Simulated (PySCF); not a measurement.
One molecule, many functionals

C2H10BN.
SMILES: `C[NH2+][BH2-]C`

Linear-response calculations in the def2-SVPD basis (PySCF; singlets by full response, triplets Tamm–Dancoff, core orbitals frozen in the response; HF means time-dependent Hartree–Fock). 'Strongest' is the level of largest summed f among the singlets computed (10 roots, of which the last may lack a degenerate partner); it can jump between rows when another state enters that window. S1 is the lowest singlet of each run and needn't be the same state throughout; f(S1) is that of one state. Geometry: PBE0-D3(BJ)/def2-SVP, one conformer, isolated molecule.

```json
{"functional": "LDA", "kind": "LDA", "S1 (eV)": "5.20", "f(S1)": "0.000", "strongest (eV)": "6.85", "T1 (eV)": "5.14", "HOMO (eV)": "-6.01", "gap (eV)": "5.19", "ionisation energy, ΔSCF (eV)": "9.44"}
{"functional": "PBE", "kind": "GGA", "S1 (eV)": "5.28", "f(S1)": "0.000", "strongest (eV)": "6.78", "T1 (eV)": "5.20", "HOMO (eV)": "-5.99", "gap (eV)": "5.26", "ionisation energy, ΔSCF (eV)": "9.42"}
{"functional": "B3LYP", "kind": "global hybrid, 20% exact exchange", "S1 (eV)": "5.98", "f(S1)": "0.001", "strongest (eV)": "7.49", "T1 (eV)": "5.90", "HOMO (eV)": "-7.16", "gap (eV)": "6.86", "ionisation energy, ΔSCF (eV)": "9.74"}
{"functional": "PBE0", "kind": "global hybrid, 25% exact exchange", "S1 (eV)": "6.23", "f(S1)": "0.001", "strongest (eV)": "7.80", "T1 (eV)": "6.12", "HOMO (eV)": "-7.31", "gap (eV)": "7.34", "ionisation energy, ΔSCF (eV)": "9.67"}
{"functional": "BHandHLYP", "kind": "global hybrid, 50% exact exchange", "S1 (eV)": "6.94", "f(S1)": "0.004", "strongest (eV)": "8.48", "T1 (eV)": "6.81", "HOMO (eV)": "-8.64", "gap (eV)": "9.17", "ionisation energy, ΔSCF (eV)": "9.85"}
{"functional": "CAM-B3LYP", "kind": "range-separated hybrid", "S1 (eV)": "6.63", "f(S1)": "0.004", "strongest (eV)": "8.20", "T1 (eV)": "6.51", "HOMO (eV)": "-8.77", "gap (eV)": "9.45", "ionisation energy, ΔSCF (eV)": "9.85"}
{"functional": "wB97X-D", "kind": "range-separated hybrid", "S1 (eV)": "6.87", "f(S1)": "0.010", "strongest (eV)": "8.50", "T1 (eV)": "6.83", "HOMO (eV)": "-9.23", "gap (eV)": "10.93", "ionisation energy, ΔSCF (eV)": "9.80"}
{"functional": "LC-wPBE", "kind": "range-separated hybrid", "S1 (eV)": "7.46", "f(S1)": "0.017", "strongest (eV)": "9.34", "T1 (eV)": "7.23", "HOMO (eV)": "-10.11", "gap (eV)": "11.91", "ionisation energy, ΔSCF (eV)": "9.93"}
{"functional": "HF", "kind": "Hartree–Fock", "S1 (eV)": "8.21", "f(S1)": "0.032", "strongest (eV)": "9.96", "T1 (eV)": "7.75", "HOMO (eV)": "-10.66", "gap (eV)": "12.75", "ionisation energy, ΔSCF (eV)": "not settled"}
```

S1 runs from 5.20 eV (LDA) to 8.21 eV (HF), a spread of 3.01 eV, while the orbital gap spreads over 7.6 eV. Along PBE (0%), B3LYP (20%), PBE0 (25%), BHandHLYP (50%), HF (100%) S1 rises with the share of exact exchange. −ε(HOMO) comes closest to its own ΔSCF ionisation energy with LC-wPBE (+0.18 eV) and misses most with LDA (-3.43 eV). 'Not settled' means that the ion's SCF failed to converge or may have ended in another state than the lowest.

Without π bonds the low states are Rydberg-like; a valence basis with one diffuse set may place them up to an eV too high.
